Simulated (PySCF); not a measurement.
Members of one series of related molecules.

All values: wB97X-D/def2-SVPD (PySCF) at GFN2-xTB geometries, gas phase, one conformer each. Core orbitals are frozen in the response; Δα² is half the sum of the squared differences of the principal polarisabilities.

Question: Rank by HOMO energy, highest first.
A. `[SiH3]N1CCC=N1`
B. `CC1=NN([SiH3])C[C@H]1F`
C. `C=CC1=NN([SiH3])CC1`

Answer: C (-7.41 eV), A (-7.73 eV), B (-8.03 eV).

Question: Rank by polarisability anisotropy Δα, highest first.
A. `[CH2:1]=[CH:2][C:3]1=[N:4][N:5]([SiH3:6])[CH2:7][CH2:8]1` with C1–C2–C3–N4 180°
B. `[SiH3]N1CCC=N1`
C. `CC1=NN([SiH3])C[C@H]1F`

Answer: A (12.68 Å³), C (6.19 Å³), B (4.93 Å³).

All values together:

```tsv
SMILES	change	formula	μ (D)	HOMO (eV)	LUMO (eV)	α (Å³)	Δα (Å³)	electrons	α per electron (Å³)
CC1=NN([SiH3])CC1	parent	C4H10N2Si	2.27	-7.52	2.13	13.18	6.23	62	0.213
CC1=NN([SiH3])C[C@H]1F	H replaced by F	C4H9FN2Si	1.59	-8.03	1.67	13.26	6.19	70	0.189
C=CC1=NN([SiH3])CC1	CH3 replaced by vinyl	C5H10N2Si	2.06	-7.41	0.94	16.19	12.68	68	0.238
[SiH3]N1CCC=N1	CH3 replaced by H	C3H8N2Si	2.24	-7.73	2.11	11.16	4.93	54	0.207
```

Conformers: `[CH2:1]=[CH:2][C:3]1=[N:4][N:5]([SiH3:6])[CH2:7][CH2:8]1` with C1–C2–C3–N4 180°.

Q: Give the shifts from the parent, `CC1=NN([SiH3])CC1`.

A: 
```csv
SMILES,change in μ (D),change in HOMO (eV),change in LUMO (eV),change in mean α (Å³)
CC1=NN([SiH3])C[C@H]1F,-0.68,-0.51,-0.46,+0.08
C=CC1=NN([SiH3])CC1,-0.21,+0.11,-1.19,+3.01
[SiH3]N1CCC=N1,-0.03,-0.21,-0.02,-2.02
```
